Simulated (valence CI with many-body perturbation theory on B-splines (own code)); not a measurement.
**E1 line list for Te XXXVIII**

Level of theory: configuration interaction combined with many-body perturbation theory (CI+MBPT): five valence electrons over a frozen Dirac-Fock core [Ne], radial functions for each j: 11 s, 11 p, 10 d, 8 f, 5 g, 2 h, with the one-electron correlation potential Σ1 (screened to all orders), the two-electron term Σ2, the three-electron term Σ3, Breit, model QED; selected single and double excitations, second order for the rest, scaled by the run's own slope (own B-spline code, finite nucleus).

No measured spectrum was set against this ion. As an estimate, large intervals hold to a few tenths of a per cent, small ones and those within an open d or f shell to about a per cent. Among the levels kept, up to 4700 cm⁻¹ of a level comes from second order outside the variational space, and about a tenth of that is noise between levels of different J, which matters for small intervals.

Lines 151 to 200 of 570 in falling wavelength, among levels below 36.557 Ry, chosen from the strongest by gf and those to the six lowest levels. Wavelengths and rates use the calculated energies. Electric multipoles are in the length gauge, E1 and E2 with the static RPA response of the core. Weak lines are less certain than strong ones. Lines between different terms over intervals too small for the method are left out, as are lines whose strength nearly cancels. Where a level lies close to another of its J and parity, the split of strength between their lines is uncertain. The highest levels of a list are the least certain.

Levels are named by their leading jj configuration (3d3/2^4 stands for four electrons in 3d with j = 3/2), which in mixed levels can hold well under half, so a name can repeat and another be missing. Letters in brackets count levels of one name in rising energy.

```
λ vac (Å)                               Upper                               Lower   A (s⁻¹)  log gf  Branch %
    69.96      (3s^2 3p3/2 3d5/2^2) J=3/2 [a]      (3s^2 3p3/2^2 3d5/2) J=5/2 [a]  4.21e+10   -0.91       8.6
    69.96  (3s 3p1/2^2 3p3/2 3d5/2) J=5/2 [b]          (3s^2 3p1/2^2 3d5/2) J=5/2  4.64e+10   -0.69      34.8
    69.91  (3s 3p1/2 3p3/2^2 3d5/2) J=7/2 [e]  (3s^2 3p1/2 3p3/2 3d5/2) J=5/2 [b]  6.89e+10   -0.39      17.2
    69.79  (3s 3p1/2 3p3/2^2 3d3/2) J=5/2 [b]  (3s^2 3p1/2 3p3/2 3d3/2) J=3/2 [a]  2.33e+10   -0.99       6.4
    69.73      (3s^2 3p3/2 3d5/2^2) J=3/2 [b]          (3s^2 3p3/2^2 3d5/2) J=3/2  3.05e+10   -1.05       5.4
    69.70  (3s^2 3p3/2 3d3/2 3d5/2) J=5/2 [c]      (3s^2 3p3/2^2 3d3/2) J=3/2 [a]  5.42e+10   -0.63       8.9
    69.68  (3s 3p1/2 3p3/2^2 3d5/2) J=5/2 [e]  (3s^2 3p1/2 3p3/2 3d5/2) J=5/2 [b]  1.49e+10   -1.19       8.1
    69.68        (3s 3p1/2 3p3/2^3) J=3/2 [a]          (3s^2 3p1/2 3p3/2^2) J=3/2  9.68e+10   -0.55      81.6
    69.65          (3s 3p1/2^2 3d5/2^2) J=9/2      (3s 3p1/2^2 3p3/2 3d5/2) J=9/2  1.62e+10   -0.93      23.2
    69.65      (3s^2 3p3/2 3d5/2^2) J=5/2 [c]          (3s^2 3p3/2^2 3d5/2) J=3/2  1.34e+11   -0.23      25.2
    69.64  (3s 3p1/2^2 3d3/2 3d5/2) J=5/2 [b]      (3s 3p1/2^2 3p3/2 3d3/2) J=7/2  1.96e+10   -1.07      20.6
    69.64      (3s^2 3p1/2 3d3/2 3d5/2) J=9/2      (3s^2 3p1/2 3p3/2 3d3/2) J=7/2  1.52e+11    0.04      95.9
    69.61  (3s 3p1/2 3p3/2^2 3d5/2) J=1/2 [b]  (3s^2 3p1/2 3p3/2 3d5/2) J=3/2 [a]  5.01e+10   -1.14      25.6
    69.54          (3s 3p1/2^2 3p3/2^2) J=1/2          (3s^2 3p1/2^2 3p3/2) J=3/2  5.51e+10   -1.10      85.5
    69.46  (3s 3p1/2 3p3/2^2 3d5/2) J=3/2 [c]        (3s 3p1/2 3p3/2^3) J=3/2 [a]  1.51e+11   -0.36      45.9
    69.43  (3s^2 3p3/2 3d3/2 3d5/2) J=5/2 [c]          (3s^2 3p3/2^2 3d3/2) J=5/2  3.78e+10   -0.78       6.2
    69.35  (3s 3p1/2 3p3/2^2 3d3/2) J=3/2 [c]  (3s^2 3p1/2 3p3/2 3d3/2) J=5/2 [a]  2.34e+10   -1.17       5.7
    69.34          (3s^2 3p1/2 3d3/2^2) J=3/2  (3s^2 3p1/2 3p3/2 3d3/2) J=1/2 [a]  2.02e+10   -1.24       3.8
    69.25  (3s 3p1/2 3p3/2^2 3d5/2) J=5/2 [e]  (3s^2 3p1/2 3p3/2 3d5/2) J=7/2 [b]  2.87e+10   -0.91      15.7
    69.20          (3s^2 3p1/2 3d5/2^2) J=9/2      (3s^2 3p1/2 3p3/2 3d5/2) J=9/2  1.12e+11   -0.10      67.2
    69.17  (3s 3p1/2^2 3d3/2 3d5/2) J=7/2 [b]      (3s 3p1/2^2 3p3/2 3d3/2) J=7/2  2.14e+10   -0.91      25.4
    69.14          (3s^2 3p3/2 3d5/2^2) J=9/2          (3s^2 3p3/2^2 3d3/2) J=7/2  1.53e+11    0.04      36.4
    69.12  (3s 3p1/2 3p3/2^2 3d5/2) J=3/2 [f]        (3s 3p1/2 3p3/2^3) J=3/2 [b]  8.20e+10   -0.63      15.9
    69.06  (3s 3p1/2 3p3/2^2 3d5/2) J=3/2 [e]  (3s^2 3p1/2 3p3/2 3d5/2) J=5/2 [c]  4.15e+10   -0.93       8.9
    69.04          (3s^2 3p1/2 3d3/2^2) J=3/2  (3s^2 3p1/2 3p3/2 3d3/2) J=3/2 [a]  2.26e+10   -1.19       4.2
    68.98          (3s 3p1/2^2 3p3/2^2) J=3/2          (3s^2 3p1/2^2 3p3/2) J=3/2  8.96e+10   -0.59      86.5
    68.98  (3s 3p1/2 3p3/2^2 3d3/2) J=5/2 [c]      (3s^2 3p1/2 3p3/2 3d3/2) J=7/2  2.72e+10   -0.93      18.3
    68.96  (3s 3p1/2 3p3/2^2 3d5/2) J=5/2 [a]  (3s^2 3p1/2 3p3/2 3d5/2) J=5/2 [a]  1.94e+10   -1.08       7.8
    68.95  (3s 3p1/2 3p3/2^2 3d5/2) J=3/2 [a]  (3s^2 3p1/2 3p3/2 3d5/2) J=3/2 [a]  6.86e+10   -0.71      29.6
    68.95  (3s 3p1/2 3p3/2^2 3d3/2) J=5/2 [f]        (3s 3p1/2 3p3/2^3) J=3/2 [a]  2.89e+10   -0.91       6.9
    68.94  (3s 3p1/2^2 3p3/2 3d5/2) J=3/2 [b]          (3s^2 3p1/2^2 3d5/2) J=5/2  6.90e+10   -0.71      46.9
    68.90          (3s^2 3p1/2 3d5/2^2) J=7/2  (3s^2 3p1/2 3p3/2 3d3/2) J=5/2 [b]  1.76e+11    0.00      46.2
    68.87  (3s 3p1/2 3p3/2^2 3d5/2) J=7/2 [b]  (3s^2 3p1/2 3p3/2 3d5/2) J=5/2 [a]  1.21e+10   -1.16       6.5
    68.86          (3s^2 3p1/2 3d3/2^2) J=3/2  (3s^2 3p1/2 3p3/2 3d3/2) J=5/2 [a]  2.07e+10   -1.23       3.8
    68.79        (3s 3p3/2^3 3d5/2) J=7/2 [a]          (3s^2 3p3/2^2 3d3/2) J=7/2  1.71e+10   -1.01       3.6
    68.76  (3s 3p1/2 3p3/2^2 3d3/2) J=3/2 [g]        (3s 3p1/2 3p3/2^3) J=3/2 [a]  2.00e+10   -1.25       3.5
    68.74          (3s^2 3p3/2 3d5/2^2) J=1/2          (3s^2 3p3/2^2 3d5/2) J=1/2  1.04e+11   -0.83      29.2
    68.72  (3s 3p1/2^2 3p3/2 3d5/2) J=7/2 [a]          (3s 3p1/2^2 3p3/2^2) J=5/2  4.20e+10   -0.62      61.3
    68.71  (3s 3p1/2 3p3/2^2 3d3/2) J=5/2 [d]  (3s^2 3p1/2 3p3/2 3d5/2) J=3/2 [a]  5.11e+10   -0.66      24.5
    68.69  (3s 3p1/2 3p3/2^2 3d5/2) J=1/2 [d]  (3s^2 3p1/2 3p3/2 3d5/2) J=1/2 [a]  1.17e+11   -0.78      39.6
    68.60            (3s 3p3/2^3 3d5/2) J=3/2          (3s^2 3p3/2^2 3d3/2) J=1/2  2.80e+10   -1.10       8.6
    68.58  (3s 3p1/2 3p3/2^2 3d5/2) J=3/2 [e]  (3s^2 3p1/2 3p3/2 3d5/2) J=3/2 [b]  1.07e+11   -0.52      22.9
    68.57  (3s^2 3p3/2 3d3/2 3d5/2) J=5/2 [e]      (3s^2 3p3/2^2 3d3/2) J=3/2 [b]  4.22e+10   -0.75       5.9
    68.54  (3s 3p1/2 3p3/2^2 3d5/2) J=5/2 [d]  (3s^2 3p1/2 3p3/2 3d3/2) J=3/2 [b]  4.59e+10   -0.71      10.9
    68.51            (3s 3p3/2^3 3d3/2) J=1/2        (3s 3p1/2 3p3/2^3) J=3/2 [b]  5.84e+10   -1.09      11.8
    68.47        (3s 3p3/2^3 3d5/2) J=7/2 [c]      (3s^2 3p3/2^2 3d5/2) J=5/2 [a]  6.64e+10   -0.43      11.5
    68.45      (3s^2 3p3/2 3d5/2^2) J=3/2 [a]      (3s^2 3p3/2^2 3d3/2) J=3/2 [b]  1.20e+11   -0.47      24.4
    68.40  (3s^2 3p3/2 3d3/2 3d5/2) J=1/2 [a]          (3s^2 3p3/2^2 3d3/2) J=1/2  5.66e+10   -1.10       7.4
    68.39  (3s^2 3p3/2 3d3/2 3d5/2) J=1/2 [a]      (3s^2 3p3/2^2 3d3/2) J=3/2 [a]  1.52e+11   -0.67      19.9
    68.36  (3s^2 3p3/2 3d3/2 3d5/2) J=7/2 [c]          (3s^2 3p3/2^2 3d5/2) J=7/2  3.18e+10   -0.75       5.7
```

Problem. How does gf follow from A for the line at 68.79 Å?

Solution. gf = 1.4992 × (2J+1)_upper × A / σ², with σ = 1453744 cm⁻¹ and 2J+1 = 8: gf = 0.0973.
